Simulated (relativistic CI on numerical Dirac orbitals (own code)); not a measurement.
# One change at a time: Sb49+

Base calculation: Dirac-Coulomb-Breit CI, orbitals from a KLI potential per configuration, model QED (radiative potential, 1s self-energy scaled to tabulated hydrogen-like ionisation energies), unscaled Slater integrals.

Configurations in the expansion: 1s2, 1s 2s, 1s 2p, 1s 3s, 1s 3p, 1s 3d, 1s 4s, 1s 4p, 1s 4d, 1s 4f, 1s 5s, 1s 5p, 1s 5d, 1s 5f, 1s 5g, 1s 6s, 1s 6p, 1s 6d, 2s2. Levels of other configurations are missing.

The lowest level and the first level of each name with at least 55 % of one term (blank where a level has no safe partner in the second run):

```
      Level  Base (eV)  Shift (eV)
   1s2 1S_0        0.0         0.0
 1s 2s 3S_1    26728.3      -792.6
1s 2p 3P°_1    26800.4      -813.1
1s 2p 3P°_0    26803.8      -816.5
 1s 2s 1S_0    26806.3      -811.5
1s 2p 3P°_2    27102.6     -1115.2
1s 2p 1P°_1    27135.8     -1102.8
 1s 3s 3S_1    31767.3     -1047.0
1s 3p 3P°_1    31787.0     -1052.3
1s 3p 3P°_0    31787.9     -1053.2
 1s 3s 1S_0    31788.1     -1052.2
1s 3p 3P°_2    31876.8     -1142.2
 1s 3d 3D_2    31884.8     -1141.6
 1s 3d 3D_1    31886.0     -1142.8
1s 3p 1P°_1    31886.3     -1139.3
 1s 3d 3D_3    31913.4     -1170.2
 1s 3d 1D_2    31914.6     -1170.8
 1s 4s 3S_1    33509.7     -1122.2
1s 4p 3P°_1    33517.7     -1124.3
1s 4p 3P°_0    33518.1     -1124.7
 1s 4s 1S_0    33518.1     -1124.3
1s 4p 3P°_2    33555.5     -1162.1
```

At this charge energies of transitions that change n are usually good to better than 1 %, and those within a shell (Δn = 0) to a few per cent.

**Question.** One thing was changed in a second run, which moved the levels as shown. Which?
A. Breit term removed
B. non-relativistic limit
C. P86 correlation estimate
D. configuration mixing switched off
E. QED terms removed

**Answer.** B. Non-relativistic limit. Without relativity the fine structure collapses and s electrons lose their extra binding.

LS names give the leading component of a level, which can be under half, so a name can repeat, a term be missing and a line seem to break the LS rules.
